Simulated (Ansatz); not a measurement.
Input for Ansatz (an electronic-structure program): U-r2SCAN/def2-TZVPP on BiFH2 (SMILES [F][BiH2]), a point of a bond scan (R = 3.161 Å). Elements past Kr take the def2 small-core potentials; no spin–orbit coupling.

Ansatz 0.2 input:
```yaml
crystal:
  periodic: [false, false, false]
  atoms:
    - {symbol: Bi, position_ang: [-0.09774088, -0.11515018, 0.12284387]}
    - {symbol: H, position_ang: [-2.68788193, 0.40721031, -1.61143014]}
    - {symbol: H, position_ang: [0.32388274, -1.51079423, -0.94310889]}
    - {symbol: F, position_ang: [1.04071460, 1.20943530, -0.93164028]}
basis:
  gaussian:
    orbitals: def2-TZVPP
hamiltonian:
  xc: {name: r2SCAN}
magnetization: {spin_polarized: true, initial_magnetization: 0}
```

The head of its log:

```
WARN ansatz: RAYON_NUM_THREADS=1 ignored (pool sized by the plan → 1); use --threads N
Functional definition: r2SCAN
integrals: 0.03 GiB planned
634 factors; their error is unknown
mean field: 0.33 GiB planned
mean field evaluation 1: about -8584.8440 eV, gradient 3.3e1 eV
mean field evaluation 2: about -8539.4454 eV, gradient 1.1e2 eV
```

Predict the final total energy.

-315.6982 hartree. Its determinant has ⟨S²⟩ = 0.70, a mixture of spin states.
